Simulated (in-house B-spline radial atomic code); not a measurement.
**One electron outside the [He] 2s2 2p6 core: Mn¹⁴⁺**

Computed with a B-spline radial code for spherical atoms, no-pair Dirac-Coulomb Hamiltonian, finite nucleus. Rungs: frozen-core Dirac-Hartree-Fock (DHF); Brueckner orbitals from the second-order correlation potential; the same with the Coulomb interaction screened by the core and the hole-particle interaction summed; Breit and QED terms from differences of relaxed Dirac-Fock atoms, where computed. Partial waves beyond l = 6 are extrapolated. The tables show a selection of states; those near core-excited levels, with erratic corrections or far from their DHF start are never shown.

Removal energies (eV):

```
state      DHF  second order  screened  Breit + QED    final
3s1/2  434.653       435.342   435.333       -0.173   435.16
3p1/2  402.312       403.105   403.092        -0.16  402.933
3p3/2  400.145       400.924   400.911         -0.1  400.811
3d3/2   356.08        356.95   356.944      -0.0497  356.894
3d5/2  355.778       356.638   356.632      -0.0166  356.616
4s1/2  228.221       228.493   228.486      -0.0649  228.422
4p1/2  215.457       215.769    215.76       -0.062  215.698
4p3/2  214.613       214.921   214.912      -0.0383  214.874
4d3/2  198.486             ?         ?            ?        ?
4d5/2  198.347        198.64   198.635     -0.00667  198.628
4f5/2  191.802       191.963   191.965            -        -
4f7/2  191.755             ?         ?            ?        ?
5s1/2  140.638        140.76   140.756            -        -
5p1/2   134.36       134.503   134.499            -        -
```

Q: What does correlation do to 4d3/2?

A: It adds 0.2963 eV to the removal energy in second order and 0.2912 eV with screening; Breit and QED add -0.0199 eV, for a final 198.757 eV.

Q: What does correlation do to 4f7/2?

A: It adds 0.1602 eV to the removal energy in second order and 0.162 eV with screening, giving 191.917 eV before Breit and QED terms, which weren't computed for this state.

Q: How does the lowest state compare with the NIST ionisation energy?

A: 3s1/2 is bound by 435.160 eV, without recoil; NIST lists 435.172 ± 0.007 eV (semi-empirical), a difference of -0.012 eV.

Electric-dipole lines from 3s1/2 (reduced matrix elements in atomic units, length form, static core polarisation, sign of DHF taken positive):

```tsv
upper	DHF	+ core polarisation	+ Brueckner	λ (nm)	A (s⁻¹)
3p1/2	0.576	0.5643	0.5633	38.471	5.65e+09
3p3/2	0.8174	0.8008	0.7995	36.095	6.88e+09
```

Q: What radiative lifetime does 3d3/2 get from its electric-dipole decays?

A: The rates to lower computed states sum to 1.61e+10 s⁻¹, a lifetime of 0.0621 ns.

Magnetic hyperfine constants per unit nuclear g factor (MHz, nucleus as a uniformly magnetised ball; they apply to isotopes with nuclear spin):

| state | DHF | + core polarisation | + Brueckner |
| --- | --- | --- | --- |
| 3s1/2 | 76100 | 80990 | 81580 |
| 3p1/2 | 22150 | 23770 | 23940 |
| 3p3/2 | 4205 | 4055 | 4084 |
| 4s1/2 | 29060 | 30740 | 30900 |
| 4p1/2 | 8661 | 9227 | 9270 |
| 4p3/2 | 1647 | 1575 | 1582 |
